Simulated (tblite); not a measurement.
C4H11NO2Si2.
Geometry (GFN2-xTB, Å), atoms numbered from 1 in this order:
```xyz
20
C4H11NO2Si2 angstrom
C     -1.6140   -1.5381   -1.1863
C     -1.1107   -0.5423   -0.1913
C     -2.1818    0.3934    0.3521
C     -2.3373    1.4691   -0.6874
O     -3.0970    1.4143   -1.6135
N      0.0662   -0.3926    0.2020
Si     1.5850   -1.1525   -0.0435
O      2.6991    0.0171    0.0289
Si     3.4089    1.3732    0.5455
H     -0.7885   -1.9757   -1.7397
H     -2.1431   -2.3322   -0.6601
H     -2.3154   -1.0608   -1.8687
H     -3.1189   -0.1518    0.4623
H     -1.8496    0.8192    1.2960
H     -1.6398    2.3153   -0.5605
H      1.8420   -1.7811   -1.3383
H      1.7600   -2.0506    1.0937
H      4.8379    1.0688    0.5218
H      3.0467    2.4314   -0.3968
H      2.9451    1.6865    1.8966
```

Method: GFN2-xTB as coded in tblite; computed harmonic values from a numerical Hessian at the method's own geometry, unscaled. Errors from tens to a few hundred cm⁻¹ against measured bands are possible. Modes of hydrogen on silicon can be 10 to 20 % off. One conformer, not necessarily the lowest. The optimisation stopped once no atom felt more than 0.01 eV/Å.

Lowest wavenumbers of the output (negative numbers stand for imaginary wavenumbers):
```
mode    cm-1
  1     -23.9
  2      10.6
  3      34.0
  4      43.7
  5      55.7
  6      70.8
  7     117.6
  8     138.3
  9     153.4
 10     210.3
```

Task: Is this structure a minimum?

Result: Not by this Hessian. 1 mode is imaginary beyond 20i (24i cm⁻¹), so at this level the point lies at or near a first-order saddle. The curvature is small, so loose convergence or finite differences may be the whole cause.

Task: Which atoms move in the imaginary mode?

Result: 24i: H19 (Si–H hydrogen) 35 %, H18 (Si–H hydrogen) 33 %, H20 (Si–H hydrogen) 26 %. These are shares of the mass-weighted motion.

Task: What is the remedy?

Result: Step along that mode in both directions, optimise again with tighter thresholds and repeat the frequencies. The zero-point energy of this point (87.0 kcal/mol) counts the 53 real modes alone, and thermal corrections from it aren't those of a minimum.
